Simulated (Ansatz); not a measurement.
The same path of BClF2H2O (7 atoms, charge 0, multiplicity 1) was run twice with different band settings. Lost on the way: B1–F2, O5–H7. Made: F2–H7.

Theory: Ansatz, RHF/def2-SVP.

Relaxed end points:

```xyz
7
Properties=species:S:1:pos:R:3
B 0.084 0.001 0.070
F -0.014 0.588 1.265
Cl 1.567 0.372 -0.883
F -1.052 -0.121 -0.621
O 0.283 -1.679 0.587
H -0.427 -2.228 0.276
H 0.341 -1.756 1.533
```

```xyz
7
Properties=species:S:1:pos:R:3
B -0.014 -0.451 -0.806
F 0.829 -0.820 2.977
Cl 1.182 0.819 -0.966
F -0.715 -0.820 -1.848
O -0.211 -1.042 0.381
H -0.875 -1.720 0.384
H 0.586 -0.788 2.105
```

Common settings: spring 5.0 eV/Å²; optimiser quadratic models (default); start path through a guess of the saddle point; force threshold 0.05 eV/Å; iteration limit 60; end points relaxed.

| run | movable images | climbing image |
| --- | --- | --- |
| 1 | 9 | yes |
| 2 | 8 | no |

(1) What does each run give, and how far can it be trusted?

Results:

(1) Run 1: converged after 18 iterations, highest image 1.580 eV above the first end. Neighbouring images differ by up to 1.3 eV, so the band resolves the path poorly. A vibrational analysis at the climbing image gives one clearly imaginary mode, 1606i cm⁻¹: a first-order saddle point.
Run 2: converged after 16 iterations, highest image 1.579 eV above the first end. Neighbouring images differ by up to 1.3 eV, so the band resolves the path poorly. No image climbed, so the highest image needn't sit at the top of the path.
The orbitals stay closed-shell, which can raise the energy where a bond breaks towards radicals; this wasn't checked here.
